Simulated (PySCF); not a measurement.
# How the method changes the shape and vibrations of AlCClH3O

All numbers below are calculated, not measured. The program is PySCF 2.14.0, an open-source quantum chemistry code, run on an isolated molecule that a program drew, which may never have been made. The molecule is AlCClH3O (charge 0, doublet), drawn as the SMILES string `[CH2][Al]([OH])[Cl]`.

The geometry was optimised and harmonic frequencies were computed with HF and MP2, all in the cc-pV(D+d)Z basis, for the commonest isotopes, with a restricted reference for singlets and an unrestricted one otherwise, and a frozen core in MP2. Each result is a local minimum of its method.

Geometry at the HF minimum:
```xyz
7
AlCClH3O, angstrom
C     0.8074   -3.0897    0.0862
Al    0.7057   -1.2872   -0.5334
O    -0.2548   -0.8929   -1.8521
Cl    1.7997    0.2461    0.4281
H     0.2620   -3.9099   -0.3764
H     1.4128   -3.4039    0.9337
H    -0.3954   -0.0533   -2.2561
```

Lengths of the bonds as drawn, in Å (atoms numbered as above):
```
bond,HF,MP2
C1-Al2,1.909,1.914
Al2-O3,1.678,1.705
Al2-Cl4,2.115,2.113
C1-H5,1.088,1.098
C1-H6,1.088,1.098
O3-H7,0.942,0.964
```

Rotational constants, in GHz:
```
constant     HF    MP2
       A  6.154  6.118
       B  3.157  3.126
       C  2.087  2.069
```

Harmonic frequencies in cm^-1, each column in rising order, so a row needn't be the same motion in every method:
| rank | HF | MP2 |
|---|---|---|
| 1 | 173 | 166 |
| 2 | 208 | 198 |
| 3 | 216 | 204 |
| 4 | 254 | 243 |
| 5 | 392 | 373 |
| 6 | 479 | 476 |
| 7 | 603 | 619 |
| 8 | 633 | 621 |
| 9 | 696 | 671 |
| 10 | 751 | 739 |
| 11 | 936 | 897 |
| 12 | 1480 | ? |
| 13 | 3253 | 3178 |
| 14 | 3343 | 3277 |
| 15 | 4227 | 3932 |

**Estimate the missing MP2 frequency from the HF column.**

A single factor s that minimises the squared misfit of MP2 against s times HF over the other rows is sum(HF x MP2) / sum(HF^2) = 0.9583, with an rms misfit of 43 cm^-1. For rank 12 it gives 0.9583 x 1480 = 1418 cm^-1. The calculation gives 1397 cm^-1, 21 cm^-1 below the estimate. The drawn bonds are on average 1.0 % longer in MP2 than in HF.
